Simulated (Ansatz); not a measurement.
Ansatz results at the PBE0-D4/def2-TZVP geometry: HOMO–LUMO gap (PBE/def2-TZVPP) 4.06 eV; HOMO energy (ωB97M-V/def2-TZVPP) -9.85 eV; zero-point energy (PBE0-D4/def2-TZVP) 83.8 kJ/mol.

Each molecule was computed in one conformer, which needn't be the lowest.

Which molecule gave them?
A. `F[SiH](S)S`
B. `C[SiH2]C1N=CO1`
C. `F[SiH2]SS`
D. `F/C=N\CF`

C. The others give `C[SiH2]C1N=CO1`: 5.67, -10.25, 251.4; `F[SiH](S)S`: 5.53, -10.11, 82.3; `F/C=N\CF`: 5.84, -11.14, 143.6.
